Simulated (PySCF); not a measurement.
LDA on Si (silicon, neutral), [Ne] 3s2 3p1 3d1, one real determinant (an excited configuration). Computed with PySCF 2.14 in aug-cc-pV(D+d)Z (5s4p3d, 32 functions), with no relativity, point nucleus.

```
cycle= 1 E= -287.949297872975  delta_E= -0.00519  |g|= 0.0148  |ddm|= 0.349
cycle= 2 E= -287.949388294012  delta_E= -9.04e-05  |g|= 0.00215  |ddm|= 0.08
cycle= 3 E= -287.949393586597  delta_E= -5.29e-06  |g|= 0.000589  |ddm|= 0.0241
cycle= 4 E= -287.949393922833  delta_E= -3.36e-07  |g|= 5.25e-06  |ddm|= 0.00497
cycle= 5 E= -287.949393922863  delta_E= -2.94e-11  |g|= 3.55e-07  |ddm|= 4.2e-05
converged SCF energy = -287.949393922863  <S^2> = 2.000626  2S+1 = 3.0004173
```

Highest occupied orbital energy: 1.073 eV; ⟨L²⟩ = 8.00; populations by l: s 6.00, p 7.00, d 1.00.

(1) Can this result be used?

Answers

(1) Not for this state. The run converged. ⟨L²⟩ = 8.00 against 12 for a pure F term, so this real determinant mixes terms. The outer electron is Rydberg-like, and this basis confines it to a smaller radius and binds it less than a complete one would. At LDA the highest occupied level has a positive energy, so only the finite basis holds that electron; for this excited configuration the basis is too tight for the outer shell.
